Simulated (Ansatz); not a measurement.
Stepwise reaction of `NB(N)Cl` with hydrogen chloride, as a gas-phase model of exchange steps in deposition or etching. ΔE in kJ/mol; ΔG adds harmonic PBE0-D4 terms to CCSD(T)/CBS, at 1 bar.

Computed with Ansatz on PBE0-D4/def2-TZVP structures; ΔE is electronic, products minus reactants. CBS: MP2 limit from def2 TZ/QZ plus the TZ coupled-cluster correction, frozen cores. This one scheme is used for every species. Functionals use def2-TZVPP. B3LYP here is the variant with VWN-RPA as its local correlation; programs differ in this. One conformer a species, not always the lowest.

```json
{"step": "1", "reaction": "`NB(N)Cl` + HCl → `NB(Cl)Cl` + NH₃", "PBE-D4": "5.2", "B3LYP-D4": "11.4", "ωB97M-V": "10.5", "CCSD(T)/CBS": "9.5", "ΔG(600 K)": "14.4"}
```

**Question.** Give the row of step 2, `NB(Cl)Cl` + HCl → `ClB(Cl)Cl` + NH₃. (An estimate is asked.)

**Answer.** The calculation gave: 
```
step                              reaction  PBE-D4  B3LYP-D4  ωB97M-V  CCSD(T)/CBS  ΔG(600 K)
   2  `NB(Cl)Cl` + HCl → `ClB(Cl)Cl` + NH₃    43.9      51.2     50.8         49.3       53.2
```

**Question.** By hand: ΔE of the 2 steps together at CCSD(T)/CBS.

**Answer.** (9.5) + (49.3) = 58.8 kJ/mol, or 29.4 kJ/mol a step.

In ΔE each step is higher than the one before. All are uphill at CCSD(T)/CBS. ΔG lies between 14.4 and 53.2 kJ/mol a step. PBE-D4 differs from CCSD(T)/CBS by -5.4 to -4.3 kJ/mol a step. Isolated molecules leave out the surface, adducts and barriers. Largest T1 diagnostic: 0.011.
